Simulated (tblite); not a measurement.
Compound: C7H9O (doublet state).
Geometry (GFN2-xTB, Å), atoms numbered from 1 in this order:
```
atom  x, y, z in Å
O1     2.510    0.377    0.291
C2     1.497    0.499   -0.677
C3     0.143    0.062   -0.164
C4    -0.085   -1.427    0.221
C5    -1.509   -1.127   -0.167
C6    -1.868    0.248    0.334
C7    -0.605    0.816    0.958
C8    -1.170    0.052   -1.001
H9     2.534   -0.536    0.597
H10    1.466    1.559   -0.943
H11    1.748   -0.080   -1.580
H12    0.112   -1.720    1.251
H13    0.403   -2.109   -0.472
H14   -2.879    0.577    0.499
H15   -0.362    0.533    1.982
H16   -0.541    1.898    0.853
H17   -1.400    0.390   -1.991
```

The geometry is computed with GFN2-xTB (gas phase). This method treats the open shell by occupation alone, without spin polarisation.

Masses are those of the commonest isotopes; rigid-rotor values at the optimised geometry. The values belong to one conformer with, in the numbering `[OH:1][CH2:2][C@@:3]12[CH2:4][C:5]3[C@@H:6]([CH2:7]1)[C@@H:8]23`, H–O1–C2–C3 57°, O1–C2–C3–C4 -65°.

Question: Give the principal moments of inertia and the rotational constants in MHz.

Answer: Ia = 110.07, Ib = 291.20, Ic = 310.39 u·Å²; 505379 MHz·u·Å²/I gives A = 4592, B = 1735, C = 1628 MHz.

Question: Classify the top.

Answer: A near-prolate asymmetric top: κ = (2 × 1735 − 4592 − 1628)/(4592 − 1628) = -0.93.

Question: Is it planar, by Δ = Ic − Ia − Ib?

Answer: Not planar: Δ = Ic − Ia − Ib = -90.87 u·Å². For a rigid frame Δ = −2 Σ m c², so Σ m c² = 45.44 u·Å² lies off the ab plane: 14.75 from hydrogen and 30.69 from heavier atoms. The atom farthest from that plane is 2.08 Å away.

Question: List the rotational levels J(Ka,Kc) to J = 2 (cm⁻¹).

Answer: Above 0(0,0):
J = 1: 1(0,1) 0.1122, 1(1,1) 0.2075, 1(1,0) 0.2110
J = 2: 2(0,2) 0.3365, 2(1,2) 0.4283, 2(1,1) 0.4390, 2(2,1) 0.7248, 2(2,0) 0.7249
Those of J = 1 are B + C, A + C and A + B.

For this open shell read J as N, the rotation without spin; fine and hyperfine splittings come on top. Its GFN2-xTB frequencies are all real (lowest 66 cm⁻¹). Constants of a rigid frame at the computed geometry: no zero-point averaging, no centrifugal distortion.

Hardware: one thread of an Intel Xeon at 2.50 GHz, on a shared host. Cost: 1.2 s. This is the geometry optimisation.
